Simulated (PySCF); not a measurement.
Al(Cl)(Br)(OMe) (CH3AlBrClO), SMILES C[O][Al]([Cl])[Br].

Coordinates come from a TPSSh-D3(BJ)/def2-SVP optimisation. The structure was generated by enumeration; whether it is a known compound was not checked. Other conformers were not sampled.

Computed with TDDFT-PBE/def2-SVPD in PySCF.

Vertical excitations. 

Computed UV-visible absorptions:
```csv
state,energy (eV),λ (nm),f,main pairs
S1,5.17,240,0.001,HOMO→LUMO 100 %
S2,5.25,236,0.014,HOMO−1→LUMO 97 %
S3,5.68,218,0.023,HOMO−2→LUMO 98 %
S4,5.80,214,0.001,HOMO−1→LUMO+1 92 %
S5,5.81,213,0.014,HOMO−3→LUMO 91 %
S6,6.11,203,0.057,"HOMO→LUMO+1 81 %, HOMO−4→LUMO 15 %"
S7,6.22,199,0.000,HOMO−2→LUMO+1 100 %
S8,6.31,196,0.088,"HOMO−4→LUMO 83 %, HOMO→LUMO+1 13 %"
S9,6.56,189,0.060,HOMO−5→LUMO 98 %
S10,6.64,187,0.041,HOMO−3→LUMO+1 89 %
T1,4.95,250,0,HOMO→LUMO 99 %
T2,5.03,247,0,HOMO−1→LUMO 99 %
T3,5.43,228,0,"HOMO−2→LUMO 65 %, HOMO→LUMO+1 34 %"
T4,5.48,226,0,"HOMO→LUMO+1 64 %, HOMO−2→LUMO 35 %"
```
Triplets are in the Tamm–Dancoff approximation, which puts them higher than full response would, so one can lie above its singlet here.
